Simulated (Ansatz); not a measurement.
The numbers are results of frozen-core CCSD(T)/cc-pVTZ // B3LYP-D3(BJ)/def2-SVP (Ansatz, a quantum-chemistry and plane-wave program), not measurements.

Ansatz 0.2 input:
```yaml
crystal:
  periodic: [false, false, false]
  atoms:
    - { symbol: B, position_ang: [-0.049504, -0.013882, -0.15625] }
    - { symbol: Cl, position_ang: [-0.070946, 1.791226, 0.181196] }
    - { symbol: Cl, position_ang: [-1.288508, -0.962991, 0.811639] }
    - { symbol: Cl, position_ang: [1.632054, -0.751814, -0.13244] }
    - { symbol: C, position_ang: [-1.309765, -0.367144, -4.133946] }
    - { symbol: C, position_ang: [-0.873383, -0.244839, -2.756622] }
    - { symbol: N, position_ang: [-0.527573, -0.147916, -1.665161] }
    - { symbol: H, position_ang: [-2.395596, -0.198271, -4.19416] }
    - { symbol: H, position_ang: [-1.077087, -1.375912, -4.507336] }
    - { symbol: H, position_ang: [-0.790449, 0.379187, -4.754005] }
basis:
  gaussian: { orbitals: cc-pVTZ }
correlation:
  method: ccsd_t
```

Output:

```
Functional definition: HF
1556 factors; integrals over basis functions are off by at most 1.1e-3 eV
mean field evaluation 1: about -41775.1603 eV, gradient 3.3e1 eV
mean field evaluation 2: about -41775.5831 eV, gradient 3.3e1 eV
mean field evaluation 4: about -41778.8809 eV, gradient 5.3e0 eV
mean field evaluation 8: about -41778.9819 eV, gradient 4.6e-1 eV
mean field evaluation 16: about -41775.1602 eV, gradient 3.3e1 eV
mean field -41778.98284818 eV, -1535.3493008591 hartree, gradient 1.3e-6 eV, S^2 0.000000; 0 other end points of the search recorded, 0 dependent functions left out
19 core orbitals not correlated
reference -41778.98284818 eV, -1535.3493008591 hartree; 20, 20 occupied and 225, 225 virtual orbitals, 1556 factors
second order -32.35037618 eV of doubles, -0.00000000 eV of singles
cycle   1  -32.78073893 eV  change   -4.3e-1 eV  update   1.3e-1
cycle   2  -33.58308925 eV  change   -8.0e-1 eV  update   3.8e-2
cycle   3  -33.76122663 eV  change   -1.8e-1 eV  update   1.8e-2
cycle   4  -33.75159644 eV  change    9.6e-3 eV  update   4.5e-3
cycle   5  -33.75228986 eV  change   -6.9e-4 eV  update   2.4e-3
cycle   6  -33.75390634 eV  change   -1.6e-3 eV  update   6.3e-4
cycle   7  -33.75384390 eV  change    6.2e-5 eV  update   2.5e-4
cycle   8  -33.75390087 eV  change   -5.7e-5 eV  update   8.7e-5
cycle   9  -33.75393153 eV  change   -3.1e-5 eV  update   3.6e-5
perturbative correction -1.58020243 eV, -0.0580713682 hartree
Total energy: -41814.31698214 eV, -1536.6478063318 hartree
```

Cost: very roughly 19 core-minutes.
